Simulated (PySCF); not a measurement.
# A series of trigonal planar complexes of Different ions with SH ligands

All values are computed with PySCF: state-averaged CASSCF of the d shell with SC-NEVPT2, spin-free X2C, triple-zeta basis on the metal and double-zeta on the ligands, mean-field spin-orbit coupling; model geometries with bond lengths from ionic radii.

| complex | point group | M–L / Å | L–M–L / ° | solvent |
| --- | --- | --- | --- | --- |
| [Cu(SH)3]- | C3h | 2.29 | 120 | water |
| Fe(SH)3 | C3h | 2.21 | 120 | none |
| [Co(SH)3]- | C3h | 2.31 | 120 | water |
| [Fe(SH)3]- | C3h | 2.34 | 120 | none |

For [Cu(SH)3]- the d shell alone is too small an active space: its values show what this model gives and aren't sound predictions.

**Question.** What are the ground states and moments?

**Answer.** 
| complex | shell | ground state (NEVPT2) | total orbital splitting (CASSCF fit) / cm⁻¹ | μeff(300 K) / μB |
| --- | --- | --- | --- | --- |
| [Cu(SH)3]- | d9 | 2E' | 2396 | 3.03 |
| Fe(SH)3 | d5 | 6A' | 8570 | 5.92 |
| [Co(SH)3]- | d7 | 4E'' | 3662 | 6.33 |
| [Fe(SH)3]- | d6 | 5A' | 3954 | 5.39 |

In [Co(SH)3]- the next state lies within 300 cm⁻¹ of the lowest, inside the method's error, so which of them is lowest is undecided.

The trigonal planar shape is imposed. Real complexes may take another, with another ground state.
